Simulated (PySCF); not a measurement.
# RuF₂⁺, quartet: molecular constants

Level of theory: UPBE0 in PySCF with Ru def2-TZVP with ECP28, F def2-TZVP; scalar-relativistic core potentials, no spin–orbit coupling; density-fitted integrals.

The structure is a minimum.

Coordinates in bohr (charge 1 multiplicity 4):
```
Ru    0.0000    0.0000    0.0000
F     0.0000    0.0000    3.3792
F     0.0000    0.0000   -3.3792
```

* Point group: D∞h
* Bond lengths: Ru–F 1.788 Å (×2)
* Bond angles: F–Ru–F 180.0°
* Lowest empty level (α): -12.83 eV
* Dipole moment about the centre of mass: 0.00 D
* Rotational symmetry number: 2
* Enthalpy at 298.15 K above 0 K: 12.53 kJ/mol
* Principal quadrupole moments (Buckingham, traceless) about the centre of mass: -7.81, 3.90, 3.90 D Å
* Entropy at 298.15 K and 1 bar (electronic part: spin only): 269.9 J/(mol K)
* Highest occupied level (α): -16.39 eV
* Rotational constants: 0.1387 cm⁻¹
* Principal polarisabilities: 12.5, 12.5, 41.3 bohr³
* Heat capacity Cp at 298.15 K: 50.9 J/(mol K)
* Spin squared ⟨S²⟩: 3.758
* Zero-point energy: 11.0 kJ/mol

Harmonic modes (masses in u: Ru 101.904, F 18.998):
```csv
symmetry,ω (cm⁻¹),"IR (km/mol, summed over degenerate members)"
πu,148,49.5
σg+,753,0.0
σu+,794,276
```

In D∞h the vibrations span πu + σg+ + σu+. The σg+ mode carries no infrared intensity, as symmetry demands. With a centre of inversion only u modes can be infrared active and only g modes Raman active.

Charges (e):
```tsv
atom	Mulliken	Löwdin	polar tensor	spin (Mulliken)	Mayer order to Ru1
Ru1	1.63	1.27	2.22	2.56	–
F2,3	-0.32	-0.14	-0.61	0.22	0.98
```

Mulliken populations on Ru1 (electrons outside its core potential): s 2.06, p 6.14, d 6.15, f 0.02.

Formally Ru is in oxidation state +3, d5, with 3 unpaired electrons (the high-spin count would be 5). The Mulliken spin on Ru is 2.56. The polar-tensor charge on Ru, 2.22, is below the formal one.

Other isomers or separated fragments may lie lower. Open d and f shells are described by one determinant, and the ground state may have another occupation or spin.

The final relaxation and frequency run took roughly 50 core-seconds on a shared host.
